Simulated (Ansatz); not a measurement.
Species: CH$_{2}$BrF, net charge 0, singlet state. 
Geometry from a B3LYP-D3(BJ)/def2-TZVP (Ansatz, a program for electronic structure) optimisation:
```xyz
5

F     -1.8086     0.8720    -0.1203
C     -1.1928    -0.3299     0.0514
Br     0.7524    -0.1183     0.0147
H     -1.4463    -0.7339     1.0269
H     -1.4520    -0.9932    -0.7682
```
Charge 0, spin multiplicity 1.

CCSD(T) with Ansatz in growing basis sets, 20 correlated electrons. Cores are frozen in the correlated levels unless marked. Open shells are spin-unrestricted. No spin-orbit coupling. Frozen are the shells of the preceding noble gas and the d and f shells that filled before the atom's block. No relativistic terms. Costs are ratios of core time to the smallest set, on shared machines of one kind, and rough; they hold the program's checks for lower states.

| basis | functions | cost over smallest | E(corr) (Eh) | electronic atomisation energy (kcal/mol) |
|---|---|---|---|---|
| aug-cc-pVDZ | 100 | 1× | -0.5150 | 362.9 |
| aug-cc-pVTZ | 197 | 6× | ? | ? |

Q: What does the step to aug-cc-pVTZ buy, and how does its cost grow by formal scaling?

A: Formally CCSD grows as o²v⁴ and (T) as o³v⁴; with o = 10 and v going from 74 to 171 both grow 29-fold in the last step, while integrals and the mean field grow more slowly. That step adds 131.4 mEh of correlation energy and 18.3 kcal/mol to the atomisation energy. Row: E(corr) (Eh) -0.6464, electronic atomisation energy (kcal/mol) 381.2.
